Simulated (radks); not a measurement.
Cu25+, 4 electrons, occupied as [He] 2s2 (the NIST ground configuration). Method: non-relativistic Kohn-Sham, LB94 model potential, spin-polarised, spherical densities, point nucleus; computed with a radial shooting solver on a logarithmic mesh with Libxc functionals. Some entries of the table are withheld. Estimate them.

| orbital | occ. | eigenvalue (eV) | r(max) (bohr) | <r> (bohr) |
|---|---|---|---|---|
| 1s | 2 | -10578.55 | 0.03485 | (1) |
| 2s | 2 | -2436.464 | (2) | 0.2185 |
| 2p | 0 | (3) | 0.1462 | 0.1845 |
| 3s | 0 | (4) | 0.4821 | (5) |

Answer. 
(1) 1s <r> (bohr): 0.05250
(2) 2s r(max) (bohr): 0.1889
(3) 2p eigenvalue (eV): -2381.728
(4) 3s eigenvalue (eV): -1058.928
(5) 3s <r> (bohr): 0.5001
